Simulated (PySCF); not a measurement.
Compound: C2H5FO2Si.
SMILES: `O[SiH2]O/C=C/F`

The closed-shell SCF was solved with PySCF and density fitting under several settings on one GFN2-xTB geometry (grid level 2 and gas phase unless stated).

```csv
settings,basis functions,SCF cycles,E (Eh),HOMO (eV),LUMO (eV),dipole (D)
PBE0/pcSseg-1,134,14,-618.5241,-6.79,0.47,1.88
PBE0/def2-SVPD,173,14,-618.2509,-6.88,-0.04,1.89
"HCTH407/def2-SVPD, damping 0.1 at the start, DIIS from the seventh cycle, energy threshold 1e-06 Eh",173,24,-618.6807,-5.81,-1.07,1.83
"KT3/Sadlej pVTZ, energy threshold 1e-11 Eh",197,13,-625.8552,-5.61,-1.18,1.81
```

Estimate the row for these settings: KT2/ANO-RCC-VDZP.

| settings | basis functions | SCF cycles | E (Eh) | HOMO (eV) | LUMO (eV) | dipole (D) |
| --- | --- | --- | --- | --- | --- | --- |
| KT2/ANO-RCC-VDZP | 113 | 16 | -626.3816 | -5.52 | -0.76 | 1.78 |

Over all rows, what range does the HOMO–LUMO gap span?

From 4.43 eV (KT3/Sadlej pVTZ, energy threshold 1e-11 Eh) to 7.26 eV (PBE0/pcSseg-1). The functional of the narrowest has no exact exchange, that of the widest 25 % exact exchange.

And the dipole moment?

From 1.78 D (KT2/ANO-RCC-VDZP) to 1.89 D (PBE0/def2-SVPD); the largest is 1.06 times the smallest, and the median is 1.83 D.

Compare two rows with the functional PBE0: PBE0/pcSseg-1 and PBE0/def2-SVPD. Which energy is lower, and by how much?

PBE0/pcSseg-1 (134 functions) lies 0.2732 Eh or 171 kcal/mol below PBE0/def2-SVPD (173 functions). The smaller set gives the lower energy; the two sets aren't nested, so the variational bound doesn't order them by size.

Whole jobs, the steps after the SCF included, on Arm Neoverse N1, one thread (shared host):

```json
{"settings": "PBE0/pcSseg-1", "work after the SCF": "shieldings, charges and field gradients", "wall time": "19 s", "peak memory": "0.63 GiB"}
{"settings": "PBE0/def2-SVPD", "work after the SCF": "6 singlets by full TDDFT, 2 Tamm–Dancoff triplets, polarisability", "wall time": "29 s", "peak memory": "0.72 GiB"}
{"settings": "HCTH407/def2-SVPD, damping 0.1 at the start, DIIS from the seventh cycle, energy threshold 1e-06 Eh", "work after the SCF": "spin–spin couplings from 9 perturbed nuclei, spin–dipole term for 2 of them", "wall time": "55 s", "peak memory": "0.50 GiB"}
{"settings": "KT3/Sadlej pVTZ, energy threshold 1e-11 Eh", "work after the SCF": "shieldings", "wall time": "58 s", "peak memory": "0.58 GiB"}
{"settings": "KT2/ANO-RCC-VDZP", "work after the SCF": "1 singlet by full TDDFT, 2 Tamm–Dancoff triplets, polarisability", "wall time": "59 s", "peak memory": "0.48 GiB"}
```

Cycle counts include a coarse-grid stage where the run had one. KT2 and KT3 were designed for NMR shieldings or shifts; total energies of different functionals aren't comparable. ANO-RCC sets were contracted for a scalar-relativistic Hamiltonian, but ran non-relativistically here.

Conformer computed: `[OH:1][SiH2:2][O:3]/[CH:4]=[CH:5]/[F:6]`: O1–Si2–O3–C4 60°, Si2–O3–C4–C5 -179°, H–O1–Si2–O3 57°.

One conformer stands for the species.
